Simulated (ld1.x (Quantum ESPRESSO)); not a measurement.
# Ne (Z = 10): variants of one TM potential

Base potential:

neon, norm-conserving Troullier–Martins (Kleinman–Bylander form), made with ld1.x (Quantum ESPRESSO) 7.5 (BP86, scalar-relativistic). Core [He], reference 2s2 2p6. Waves: 2p (bound): rc 1.30 bohr; 2s (bound): rc 0.70 bohr. Local part: the s channel. Core correction: Bessel-smoothed model core, default radius (core density twice the valence density).

All-electron outer shells of the reference configuration (BP86, scalar-relativistic, ld1.x):

```csv
shell,level (eV),outermost node (bohr),outermost maximum (bohr)
1s,-831.49,–,0.10
2s,-36.49,0.22,0.68
2p,-13.42,–,0.62
```

Cutoffs, loose and tight: the cutoffs (Ry, on a coarse ladder) from which the occupation-weighted sum of valence levels, in a spherical-Bessel basis at the reference potential, stays within 10 and 1 mRy of its value at 400 Ry. They do not see the model core or the augmentation charge, which bear on the density cutoff. Test errors are all-electron minus pseudo excitation energies from the reference, over the configurations 2s2 2p5; 2s2 2p4; 2s2 2p3; 2s1 2p6; 2s2 2p5.5; 2s2 2p2. A dash means not determined; rows that change the core or the reference have their own tests.

The default core radius of the base comes out at 0.24 bohr.

| change | outcome | cutoff, loose | cutoff, tight | bound ghosts | largest test error (meV) |
| --- | --- | --- | --- | --- | --- |
| base | generated | 200 Ry | 300 Ry | none | +2292 |
| wave 2p (bound): rc 1.30 bohr becomes 2p (bound): rc 1.10 bohr | generated | 200 Ry | 300 Ry | none | +1081 |
| core correction Bessel-smoothed model core inside 0.34 bohr | generated | 200 Ry | 300 Ry | none | +2296 |
| all radii but the core radius scaled by about 1.09 (s 0.76, p 1.42 bohr) | generated | 160 Ry | 260 Ry | none | +3144 |
| type RRKJ; local potential all-electron potential smoothed inside 1.20 bohr (lloc = -2) | generated | 180 Ry | 230 Ry | none | +2962 |
| reference 2s2 2p5 | generated | 200 Ry | 300 Ry | none | +1816 |
| non-relativistic | generated | 200 Ry | 300 Ry | none | +2296 |
| functional Wu–Cohen | generated | 200 Ry | 300 Ry | none | +2318 |
| wave 2p (bound): rc 1.30 bohr becomes 2p (bound): rc 1.60 bohr | generated | 180 Ry | 300 Ry | none | +5006 |
